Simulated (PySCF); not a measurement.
**Lu²⁺: ionisation energy**

Lu²⁺ [Xe] 4f14 6s1 (2S) → Lu³⁺ [Xe] 4f14 (1S), as a difference of total energies. Computed with PySCF 2.14 in cc-pVDZ-X2C, with the spin-free X2C one-electron Hamiltonian (Gaussian nucleus). Correlated levels: valence: [Kr] 4d10 frozen. The calculations carry no spin-orbit coupling.

```csv
method,ionisation energy (eV)
UHF,19.901
MP2 (valence),20.728
SCS-MP2 (valence),20.573
CCSD (valence),20.566
CCSD(T) (valence),20.622
```

Problem. How much does correlation contribute at CCSD(T) (valence)?

Solution. 20.622 − (19.901) = 0.721 eV, measured against UHF.

Errors of the correlated levels include the incompleteness of this basis and the frozen core.

For comparison: 20.959 eV (measured; NIST Atomic Spectra Database, ionization energies).
